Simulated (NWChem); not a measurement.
System: ZnH$_{2}$O$_{2}$; SMILES [OH][Zn][OH]

NWChem input:

```
start job
memory heap 200 mb stack 900 mb global 1100 mb
geometry units angstroms noautoz
  Zn     0.000002     0.000001     0.090657
  O     -1.755055     0.191316     0.012992
  H     -2.247466    -0.433437     0.554364
  O      1.755057    -0.191314     0.012992
  H      2.247462     0.433435     0.554363
end
basis spherical
  Zn library def2-tzvpp
  O library def2-tzvpp
  H library def2-tzvpp
end
dft
  xc hfexch
  iterations 150
  vectors input atomic output neutral.movecs
end
task dft energy
charge 1
dft
  odft
  mult 2
  vectors input atomic output cation.movecs
end
task dft energy
```

Excerpt of the output:

```
             Northwest Computational Chemistry Package (NWChem) 7.3.0
             --------------------------------------------------------

 C2  symmetry detected

                             Geometry "geometry" -> ""
                             -------------------------

 Output coordinates in angstroms (scale by  1.889725989 to convert to a.u.)

  No.       Tag          Charge          X              Y              Z
 ---- ---------------- ---------- -------------- -------------- --------------
    1 Zn                  30.0000     0.00000000     0.00000000     0.00656723
    2 O                    8.0000     0.04835704     1.76479024    -0.07109777
    3 H                    1.0000    -0.61426849     2.20491166     0.47027373
    4 O                    8.0000    -0.04835704    -1.76479024    -0.07109777
    5 H                    1.0000     0.61426849    -2.20491166     0.47027373

 Effective nuclear repulsion energy (a.u.)     177.9309347162

      Symmetry information
      --------------------

 Group name             C2
 Group number              4
 Group order               2
 No. of unique centers     3

  xc_inp: hfexch multiplicative factor not found.

                                 NWChem DFT Module
                                 -----------------

 Summary of "ao basis" -> "ao basis" (spherical)
 ------------------------------------------------------------------------------
       Tag                 Description            Shells   Functions and Types
 ---------------- ------------------------------  ------  ---------------------
 Zn                        def2-tzvpp               18       64   6s5p4d2f1g
 O                         def2-tzvpp               11       31   5s3p2d1f
 H                         def2-tzvpp                6       14   3s2p1d

      Symmetry analysis of basis
      --------------------------

        a          79
        b          75

            General Information
            -------------------
          SCF calculation type: DFT
          Wavefunction type:  closed shell.
          No. of atoms     :     5
          No. of electrons :    48
           Alpha electrons :    24
            Beta electrons :    24
          Charge           :     0
          Spin multiplicity:     1
          Use of symmetry is: on ; symmetry adaption is: on
          Maximum number of iterations: 150
          AO basis - number of functions:   154
                     number of shells:    52
          Convergence on energy requested:  1.00D-06
          Convergence on density requested:  1.00D-05
          Convergence on gradient requested:  5.00D-04

              XC Information
              --------------
                     Hartree-Fock (Exact) Exchange  1.000

      Superposition of Atomic Density Guess
      -------------------------------------

 Sum of atomic energies:       -1928.37529275

      Non-variational initial energy
      ------------------------------

 Total energy =   -1928.792271
 1-e energy   =   -3045.742978
 2-e energy   =     939.019772
 HOMO         =      -0.465685
 LUMO         =      -0.087470

      Symmetry analysis of molecular orbitals - initial
      -------------------------------------------------

  Numbering of irreducible representations:

     1 a           2 b

  Orbital symmetries:

     1 a           2 a           3 b           4 b           5 a
     6 a           7 b           8 a           9 b          10 a
    11 b          12 a          13 b          14 a          15 b
    16 a          17 b          18 a          19 b          20 a
    21 a          22 b          23 a          24 b          25 a
    26 b          27 a          28 b          29 a          30 b
    31 a          32 a          33 b          34 a

   convergence    iter        energy       DeltaE   RMS-Dens  Diis-err
 ---------------- ----- ----------------- --------- --------- ---------
 d= 0,ls=0.0,diis     1  -1928.6817482554 -2.11D+03  4.24D-03  1.08D+00
 d= 0,ls=0.0,diis     2  -1928.7397804680 -5.80D-02  1.53D-03  6.48D-01
 d= 0,ls=0.0,diis     3  -1928.7896854154 -4.99D-02  3.43D-04  1.05D-02
 d= 0,ls=0.0,diis     4  -1928.7904000093 -7.15D-04  1.85D-04  3.31D-03
 d= 0,ls=0.0,diis     5  -1928.7906323097 -2.32D-04  9.21D-05  1.69D-04
  Resetting Diis
 d= 0,ls=0.0,diis     6  -1928.7906644165 -3.21D-05  3.53D-05  1.03D-05
 d= 0,ls=0.0,diis     7  -1928.7906686554 -4.24D-06  3.88D-06  6.79D-07
 d= 0,ls=0.0,diis     8  -1928.7906688541 -1.99D-07  2.48D-06  1.74D-07

         Total DFT energy =    -1928.790668854090
      One electron energy =    -3047.884838360148
           Coulomb energy =     1028.147163864642
    Exchange-Corr. energy =      -86.983929074755
 Nuclear repulsion energy =      177.930934716171

 Numeric. integr. density =        0.000000000000

                  Occupations of the irreducible representations
                  ----------------------------------------------

                     irrep           alpha         beta
                     --------     --------     --------
                     a                13.0         13.0
                     b                11.0         11.0

                       DFT Final Molecular Orbital Analysis
                       ------------------------------------

 Vector   22  Occ=2.000000D+00  E=-4.804896D-01  Symmetry=b
              MO Center=  1.6D-14,  3.8D-13, -5.2D-02, r^2= 3.8D+00
   Bfn.  Coefficient  Atom+Function         Bfn.  Coefficient  Atom+Function
  ----- ------------  ---------------      ----- ------------  ---------------
    71      0.242502  2 O  py               116      0.242502  4 O  py
    74      0.230493  2 O  py               119      0.230493  4 O  py
    70      0.180581  2 O  px               115      0.180581  4 O  px
    73      0.163822  2 O  px               118      0.163822  4 O  px
    17     -0.155586  1 Zn py                77      0.140390  2 O  py

 Vector   23  Occ=2.000000D+00  E=-4.665343D-01  Symmetry=a
              MO Center= -2.1D-14, -1.8D-12, -5.0D-02, r^2= 3.7D+00
   Bfn.  Coefficient  Atom+Function         Bfn.  Coefficient  Atom+Function
  ----- ------------  ---------------      ----- ------------  ---------------
    70      0.233502  2 O  px               115     -0.233502  4 O  px
    73      0.209003  2 O  px               118     -0.209003  4 O  px
    72      0.200869  2 O  pz               117      0.200869  4 O  pz
    75      0.184304  2 O  pz               120      0.184304  4 O  pz
    76      0.145200  2 O  px                78      0.145257  2 O  pz

 Vector   24  Occ=2.000000D+00  E=-4.621295D-01  Symmetry=b
              MO Center=  1.6D-14,  1.7D-12, -7.0D-02, r^2= 3.7D+00
   Bfn.  Coefficient  Atom+Function         Bfn.  Coefficient  Atom+Function
  ----- ------------  ---------------      ----- ------------  ---------------
    72      0.271497  2 O  pz               117     -0.271497  4 O  pz
    75      0.244550  2 O  pz               120     -0.244550  4 O  pz
    78      0.171310  2 O  pz               123     -0.171310  4 O  pz
    70      0.143115  2 O  px               115      0.143115  4 O  px
    73      0.131571  2 O  px               118      0.131571  4 O  px

 Vector   25  Occ=0.000000D+00  E= 5.664715D-02  Symmetry=a
              MO Center= -1.3D-15, -3.3D-15,  8.1D-01, r^2= 5.8D+00
   Bfn.  Coefficient  Atom+Function         Bfn.  Coefficient  Atom+Function
  ----- ------------  ---------------      ----- ------------  ---------------
     6      1.655211  1 Zn s                 69     -0.878720  2 O  s
   114     -0.878720  4 O  s                 21      0.312199  1 Zn pz
    41     -0.279173  1 Zn d  2              77      0.233673  2 O  py
   122     -0.233673  4 O  py                39     -0.158872  1 Zn d  0
    78     -0.113114  2 O  pz               123     -0.113114  4 O  pz

 Vector   26  Occ=0.000000D+00  E= 8.633607D-02  Symmetry=b
              MO Center= -4.3D-14,  1.1D-14,  4.8D-02, r^2= 7.5D+00
   Bfn.  Coefficient  Atom+Function         Bfn.  Coefficient  Atom+Function
  ----- ------------  ---------------      ----- ------------  ---------------
    19      1.068853  1 Zn px                20     -0.276263  1 Zn py
    76     -0.198213  2 O  px               121     -0.198213  4 O  px
    69      0.098312  2 O  s                114     -0.098312  4 O  s
    70     -0.086714  2 O  px               115     -0.086714  4 O  px
    10     -0.076824  1 Zn px                16      0.072249  1 Zn px

 Vector   27  Occ=0.000000D+00  E= 9.359988D-02  Symmetry=a
              MO Center=  9.7D-15,  2.6D-14, -7.2D-01, r^2= 6.8D+00
   Bfn.  Coefficient  Atom+Function         Bfn.  Coefficient  Atom+Function
  ----- ------------  ---------------      ----- ------------  ---------------
    21      1.034255  1 Zn pz                 6     -0.447545  1 Zn s
    69      0.266490  2 O  s                114      0.266490  4 O  s
    78     -0.181623  2 O  pz               123     -0.181623  4 O  pz
    98     -0.081061  3 H  s                143     -0.081061  5 H  s
    72     -0.076927  2 O  pz               117     -0.076927  4 O  pz

     Multipole analysis of the density
     ---------------------------------

     L   x y z        total         alpha         beta         nuclear
     -   - - -        -----         -----         ----         -------
     0   0 0 0     -0.000000    -24.000000    -24.000000     48.000000

     1   1 0 0     -0.000000     -0.000000     -0.000000      0.000000
     1   0 1 0     -0.000000     -0.000000     -0.000000      0.000000
     1   0 0 1      0.769085      0.384542      0.384542      0.000000

[...]
```

Level: Hartree-Fock/def2-TZVPP, vertical spin-unrestricted ions. Coordinates come from a PBE0/def2-SVP optimisation.
